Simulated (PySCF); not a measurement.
# A PySCF run on ZrN

State: ²Σ⁺ (doublet), unpaired electrons σ ↑.

An equivalent input (the run itself took its basis sets from the Basis Set Exchange, started from a PBE0 density and held the occupation σ 6α 5β, πx 2α 2β, πy 2α 2β):

```python
from pyscf import gto, dft, mp
mol = gto.M(atom='Zr 0 0 0; N 0 0 1.679', basis={'Zr': 'def2-TZVPPD', 'N': 'def2-TZVPPD'}, ecp={'Zr': 'def2-TZVPPD'},
            charge=0, spin=1, verbose=4, symmetry='C2v')
mf = dft.UKS(mol, xc='0.53*HF + 0.47*B88, 0.73*LYP')
mf.grids.atom_grid = (80, 434)
mf.grids.prune = dft.gen_grid.treutler_prune
mf.irrep_nelec = {'A1': (6, 5), 'B1': (2, 2), 'B2': (2, 2)}
mf.conv_tol = 1e-9
mf.max_cycle = 60
mf.diis_space = 10
mf.kernel()
pt = mp.MP2(mf, frozen=1).run()
e_total = mf.e_tot + 0.27*pt.e_corr
```

The log (some set-up lines and the per-cycle HOMO/LUMO lines removed):

```
******** <class 'pyscf.dft.uks_symm.SymAdaptedUKS'> ********
method = SymAdaptedUKS
damping factor = 0
level_shift factor = 0
DIIS = <class 'pyscf.scf.diis.CDIIS'>
diis_start_cycle = 1
diis_space = 10
diis_damp = 0
SCF conv_tol = 1e-09
SCF conv_tol_grad = None
SCF max_cycles = 60
number electrons alpha = 10  beta = 9
Set gradient conv threshold to 3.16228e-05
init E= -101.42287196519
cycle= 1 E= -101.42318022091  delta_E= -0.000308  |g|= 0.0503  |ddm|= 0.0921
cycle= 2 E= -101.417225311514  delta_E= 0.00595  |g|= 0.126  |ddm|= 0.104
cycle= 3 E= -101.424385829611  delta_E= -0.00716  |g|= 0.00475  |ddm|= 0.0707
cycle= 4 E= -101.42440102196  delta_E= -1.52e-05  |g|= 0.00128  |ddm|= 0.00789
cycle= 5 E= -101.42440478117  delta_E= -3.76e-06  |g|= 0.000452  |ddm|= 0.00516
cycle= 6 E= -101.424405614075  delta_E= -8.33e-07  |g|= 0.000211  |ddm|= 0.0025
cycle= 7 E= -101.424405853486  delta_E= -2.39e-07  |g|= 8.54e-05  |ddm|= 0.00172
cycle= 8 E= -101.42440588364  delta_E= -3.02e-08  |g|= 3.63e-05  |ddm|= 0.000534
cycle= 9 E= -101.4244058924  delta_E= -8.76e-09  |g|= 2.34e-05  |ddm|= 0.000204
cycle= 10 E= -101.424405896867  delta_E= -4.47e-09  |g|= 1.13e-05  |ddm|= 0.000189
cycle= 11 E= -101.424405897762  delta_E= -8.94e-10  |g|= 4.66e-06  |ddm|= 9.27e-05
Extra cycle  E= -101.424405897752  delta_E= 9.52e-12  |g|= 9.5e-06  |ddm|= 1.13e-05
converged SCF energy = -101.424405897752  <S^2> = 0.75477163  2S+1 = 2.0047659
```

A point of this curve took 3.5 CPU seconds beside 0.44 for the integrals, on Arm Neoverse V1 (shared host).

Correlated steps freeze 1 core orbital. Spin–orbit coupling is left out. B2PLYP dipoles, levels and charges come from its SCF part alone. The state is the lowest single determinant that the PBE0 search found; with open d or f shells the true ground state can be another one.
